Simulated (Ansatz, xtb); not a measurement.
# Relative energy of two isomers of C4H3ClN2S

Structure I is `[H]/N=C\c1ncc(Cl)s1`, a singlet and structure II is `C=Cc1nsc(Cl)n1`, a singlet. Both are isolated molecules in the gas phase, relaxed with r2SCAN-D4/def2-SVP; the shapes shown needn't be the lowest conformers.

I (Å):

| atom | x (Å) | y (Å) | z (Å) |
| --- | --- | --- | --- |
| C | -0.6778 | -1.3346 | -0.9721 |
| C | -1.0347 | -0.0785 | -1.6451 |
| C | -1.6399 | 2.0336 | -1.8902 |
| C | -1.5356 | 1.6966 | -3.2274 |
| Cl | -1.8190 | 2.7098 | -4.5737 |
| N | -0.6380 | -1.4982 | 0.2916 |
| N | -1.3568 | 1.0310 | -1.0255 |
| S | -1.0592 | 0.0411 | -3.3976 |
| H | -0.8958 | -0.6102 | 0.7488 |
| H | -0.4296 | -2.1850 | -1.6310 |
| H | -1.9266 | 3.0249 | -1.5327 |

II (Å):

| atom | x (Å) | y (Å) | z (Å) |
| --- | --- | --- | --- |
| C | 0.0487 | -1.2547 | -4.0431 |
| C | -0.9391 | -1.4074 | -3.1481 |
| C | -0.8171 | -1.0326 | -1.7436 |
| C | 0.1922 | -0.2486 | 0.0130 |
| Cl | 1.3870 | 0.4297 | 1.0292 |
| N | -1.8407 | -1.2153 | -0.9182 |
| N | 0.3468 | -0.4883 | -1.2495 |
| S | -1.3924 | -0.6948 | 0.5956 |
| H | 1.0116 | -0.8307 | -3.7442 |
| H | -0.0867 | -1.5498 | -5.0866 |
| H | -1.9099 | -1.8293 | -3.4247 |

Energies in hartree; the thermal terms are from GFN2-xTB frequencies at re-optimised GFN2-xTB minima (ideal gas, soft modes damped towards free rotors, one conformer each, 298.15 K, 1 atm) and include the zero-point energy:

```
                               I            II
E, CCSD(T)/def2-SVP  −1119.818813  −1119.817488
    E, MP2/def2-SVP  −1119.730370  −1119.726814
  E, MP2/def2-TZVPP  −1120.608094  −1120.609003
  zero-point energy      0.065251      0.064958
       H(298 K) − E      0.073730      0.073348
       G(298 K) − E      0.032241      0.032012
```

Problem. Correct the CCSD(T) difference for the basis set by the MP2 change, then work out ΔE, ΔE₀, ΔH and ΔG for I → II in kcal/mol (1 Eh = 627.51 kcal/mol) and the equilibrium ratio [II]/[I].

Solution. 1. Differences II − I: CCSD(T) +0.001325, MP2 in the small set +0.003556, MP2 in the large set −0.000909 Eh.
2. ΔE = +0.001325 + (−0.000909 − (+0.003556)) = −0.003140 Eh = −1.97 kcal/mol.
3. ΔE₀ = ΔE + ΔZPE = −0.003140 + (−0.000293) Eh = −2.15 kcal/mol.
4. ΔH = ΔE + (−0.000382) Eh = −2.21 kcal/mol.
5. ΔG = ΔE + (−0.000229) Eh = −2.11 kcal/mol, so ΔS = (ΔH − ΔG)/T = −1.3 J/(mol K).
6. kT = 0.9442 mEh, so K = [II]/[I] = exp(−ΔG/kT) = exp(+3.57) ≈ 35.

The sums favour II, but ΔE leans on the basis-set step (CCSD(T) alone has the other sign or is under 1 kcal/mol), so the order isn't settled. An error of 1 kcal/mol in ΔG would change K by a factor of 5.4. HF/STO-3G, r2SCAN-D4/def2-SVP//GFN2-xTB, r2SCAN-D4/def2-SVP, MP2/def2-SVP, CCSD(T)/def2-SVP gave ΔE the other sign. Mirror images and further conformers aren't counted.

As drawn, II has 1 C=C, 1 C∷N, 1 N∷S, 1 C–H in place of 1 N–H, 1 C=N, 1 C∷C, 1 C∷S (∷ is an aromatic bond).

Other levels gave ΔE = −8.3 (GFN2-xTB); +0.7 (HF/STO-3G, GFN2-xTB geometries); +0.9 (r2SCAN-D4/def2-SVP//GFN2-xTB); +0.7 (r2SCAN-D4/def2-SVP); −0.3 (HF/def2-SVP); +2.2 (MP2/def2-SVP); +0.8 (CCSD(T)/def2-SVP) kcal/mol. The correlated steps freeze 16 core orbitals. Programs: Ansatz 0.2.0, xtb 6.7.1.
